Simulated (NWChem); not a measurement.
System: C₂H₃FO₂Si; SMILES [Si@H]1(CC(=O)O1)F

NWChem printed, in part:

```
             Northwest Computational Chemistry Package (NWChem) 7.3.0
             --------------------------------------------------------

 C1  symmetry detected

                             Geometry "geometry" -> ""
                             -------------------------

 Output coordinates in angstroms (scale by  1.889725989 to convert to a.u.)

  No.       Tag          Charge          X              Y              Z
 ---- ---------------- ---------- -------------- -------------- --------------
    1 O                    8.0000     0.20042172     2.41425535    -0.33219556
    2 C                    6.0000     0.03447689     1.26538799    -0.08934897
    3 C                    6.0000    -1.24490844     0.41555117     0.00116408
    4 Si                  14.0000    -0.04041371    -0.93788902     0.43208274
    5 F                    9.0000     0.17703019    -2.08762028    -0.67661783
    6 O                    8.0000     1.03570849     0.36933167     0.20931826
    7 H                    1.0000    -1.76838318     0.34601337    -0.96383608
    8 H                    1.0000    -1.94531856     0.79563352     0.75869756
    9 H                    1.0000     0.05976955    -1.57694921     1.75766837

 Effective nuclear repulsion energy (a.u.)     300.4411532429

  pbe96 is a nonlocal functional; adding pw91lda local functional.

                                 NWChem DFT Module
                                 -----------------

 Summary of "ao basis" -> "ao basis" (spherical)
 ------------------------------------------------------------------------------
       Tag                 Description            Shells   Functions and Types
 ---------------- ------------------------------  ------  ---------------------
 O                          def2-svp                 6       14   3s2p1d
 C                          def2-svp                 6       14   3s2p1d
 Si                         def2-svp                 8       18   4s3p1d
 F                          def2-svp                 6       14   3s2p1d
 H                          def2-svp                 3        5   2s1p

            General Information
            -------------------
          SCF calculation type: DFT
          Wavefunction type:  closed shell.
          No. of atoms     :     9
          No. of electrons :    54
           Alpha electrons :    27
            Beta electrons :    27
          Charge           :     0
          Spin multiplicity:     1
          Use of symmetry is: off; symmetry adaption is: off
          Maximum number of iterations: 150
          AO basis - number of functions:   103
                     number of shells:    47
          Convergence on energy requested:  1.00D-06
          Convergence on density requested:  1.00D-05
          Convergence on gradient requested:  5.00D-04

              XC Information
              --------------
          PerdewBurkeErnzerhof Exchange Functional  1.000
            Perdew 1991 LDA Correlation Functional  1.000 local
           PerdewBurkeErnz. Correlation Functional  1.000 non-local

             Grid Information
             ----------------
          Grid used for XC integration:  medium
          Radial quadrature: Mura-Knowles
          Angular quadrature: Lebedev.
          Tag              B.-S. Rad. Rad. Pts. Rad. Cut. Ang. Pts.
          ---              ---------- --------- --------- ---------
          O                   0.60       49          11.0       434
          C                   0.70       49          10.0       434
          Si                  1.10       88           8.0       590
          F                   0.50       49          10.0       434
          H                   0.35       45          10.0       434
          Grid pruning is: on
          Number of quadrature shells:   468
          Spatial weights used:  Erf1

      Superposition of Atomic Density Guess
      -------------------------------------

 Sum of atomic energies:        -614.16082153

      Non-variational initial energy
      ------------------------------

 Total energy =    -616.751694
 1-e energy   =   -1445.814902
 2-e energy   =     528.622055
 HOMO         =      -0.356758
 LUMO         =       0.031179

     ---------------------------------------------
      Total Density - Mulliken Population Analysis
     ---------------------------------------------

    Atom       Charge   Shell Charges
 -----------   ------   -------------------------------------------------------
    1 O    8     8.69   1.99  1.13  0.66  3.08  1.82  0.01
    2 C    6     5.08   1.99  0.89  0.20  1.43  0.45  0.12
    3 C    6     6.52   1.99  0.98  0.28  2.09  1.17  0.02
    4 Si  14    12.65   2.00  1.99  0.88  0.20  5.93  0.87  0.49  0.29
    5 F    9     9.56   1.99  1.14  0.78  3.51  2.13  0.00
    6 O    8     8.74   1.99  1.11  0.71  3.00  1.92  0.01
    7 H    1     0.84   0.64  0.18  0.03
    8 H    1     0.84   0.64  0.18  0.03
    9 H    1     1.08   0.69  0.38  0.01

   convergence    iter        energy       DeltaE   RMS-Dens  Diis-err
 ---------------- ----- ----------------- --------- --------- ---------
 d= 0,ls=0.0,diis     1   -616.8540525811 -9.17D+02  3.13D-02  1.72D+00
 d= 0,ls=0.0,diis     2   -615.8669903989  9.87D-01  2.35D-02  1.18D+01
 d= 0,ls=0.0,diis     3   -617.0186244740 -1.15D+00  5.97D-03  4.04D-01
 d= 0,ls=0.0,diis     4   -617.0393687226 -2.07D-02  2.69D-03  2.10D-01
 d= 0,ls=0.0,diis     5   -617.0585761379 -1.92D-02  8.90D-04  1.02D-02
  Resetting Diis
 d= 0,ls=0.0,diis     6   -617.0595832312 -1.01D-03  2.51D-04  9.29D-04
 d= 0,ls=0.0,diis     7   -617.0596806615 -9.74D-05  1.59D-04  8.86D-05
 d= 0,ls=0.0,diis     8   -617.0596525317  2.81D-05  1.11D-04  4.03D-04
 d= 0,ls=0.0,diis     9   -617.0596880658 -3.55D-05  2.15D-05  8.70D-06
 d= 0,ls=0.0,diis    10   -617.0596888750 -8.09D-07  5.16D-06  6.40D-07

         Total DFT energy =     -617.059688875025
      One electron energy =    -1448.570210967960
           Coulomb energy =      591.147202432496
    Exchange-Corr. energy =      -60.077833582415
 Nuclear repulsion energy =      300.441153242855

 Numeric. integr. density =       54.000002919728

                       DFT Final Molecular Orbital Analysis
                       ------------------------------------

 Vector   25  Occ=2.000000D+00  E=-2.995416D-01
              MO Center=  2.6D-01,  5.5D-01,  2.9D-02, r^2= 2.6D+00
   Bfn.  Coefficient  Atom+Function         Bfn.  Coefficient  Atom+Function
  ----- ------------  ---------------      ----- ------------  ---------------
    78      0.379163  6 O  px                80     -0.263828  6 O  pz
    81      0.260351  6 O  px                 6      0.246310  1 O  pz
    32      0.215195  3 C  px                31      0.199065  3 C  s
    83     -0.191697  6 O  pz                 9      0.164243  1 O  pz
    50     -0.157183  4 Si px                33     -0.154285  3 C  py

 Vector   26  Occ=2.000000D+00  E=-2.940155D-01
              MO Center=  3.1D-01,  6.6D-01,  1.6D-01, r^2= 3.0D+00
   Bfn.  Coefficient  Atom+Function         Bfn.  Coefficient  Atom+Function
  ----- ------------  ---------------      ----- ------------  ---------------
    80      0.361259  6 O  pz                 6     -0.314948  1 O  pz
    83      0.264138  6 O  pz                 9     -0.215668  1 O  pz
    78      0.210638  6 O  px                31      0.188254  3 C  s
    32      0.159065  3 C  px               100     -0.159001  9 H  s
    33     -0.140000  3 C  py                81      0.139959  6 O  px

 Vector   27  Occ=2.000000D+00  E=-2.401948D-01
              MO Center=  3.9D-02,  1.7D+00, -1.9D-01, r^2= 2.3D+00
   Bfn.  Coefficient  Atom+Function         Bfn.  Coefficient  Atom+Function
  ----- ------------  ---------------      ----- ------------  ---------------
     4      0.556936  1 O  px                 7      0.369425  1 O  px
    33      0.214464  3 C  py                31      0.210802  3 C  s
    77     -0.159435  6 O  s                 36      0.155899  3 C  py
    21      0.150259  2 C  px                79     -0.148631  6 O  py
    78      0.142851  6 O  px                35      0.135314  3 C  px

 Vector   28  Occ=0.000000D+00  E=-4.307926D-02
              MO Center= -1.0D-01,  1.3D+00, -1.2D-01, r^2= 2.3D+00
   Bfn.  Coefficient  Atom+Function         Bfn.  Coefficient  Atom+Function
  ----- ------------  ---------------      ----- ------------  ---------------
    20      0.540187  2 C  pz                23      0.442651  2 C  pz
    90      0.403774  7 H  s                 95     -0.400354  8 H  s
     6     -0.375758  1 O  pz                 9     -0.374160  1 O  pz
    80     -0.260088  6 O  pz                37      0.254625  3 C  pz
    83     -0.241653  6 O  pz                89      0.173809  7 H  s

 Vector   29  Occ=0.000000D+00  E=-1.566870D-02
              MO Center= -4.8D-01, -1.1D+00,  5.0D-01, r^2= 3.1D+00
   Bfn.  Coefficient  Atom+Function         Bfn.  Coefficient  Atom+Function
  ----- ------------  ---------------      ----- ------------  ---------------
    53      0.872638  4 Si px                31      0.724298  3 C  s
    46     -0.562528  4 Si s                 54      0.375835  4 Si py
   100      0.331189  9 H  s                 17     -0.322529  2 C  s
    77     -0.282655  6 O  s                 50      0.273229  4 Si px
    36     -0.224108  3 C  py                35      0.199752  3 C  px

[...]
```

Level: PBE/def2-SVP. All runs use the structure optimised with PBE0/def2-SVP.

Problem. Reconstruct the input file.

Solution. One answer among several that fit: the input that was run:
```
start job
memory heap 200 mb stack 900 mb global 1100 mb
geometry units angstroms noautoz
  O      0.239480     2.424158    -0.334531
  C      0.054514     1.277385    -0.095559
  C     -1.235869     0.441228    -0.040830
  Si    -0.058554    -0.924386     0.425353
  F      0.178176    -2.077605    -0.675749
  O      1.037276     0.371129     0.232256
  H     -1.732355     0.376139    -1.020295
  H     -1.953501     0.829552     0.696125
  H     -0.002947    -1.562971     1.753784
end
basis spherical
  * library def2-svp
end
dft
  xc xpbe96 cpbe96
  iterations 150
  mulliken
end
task dft energy
```
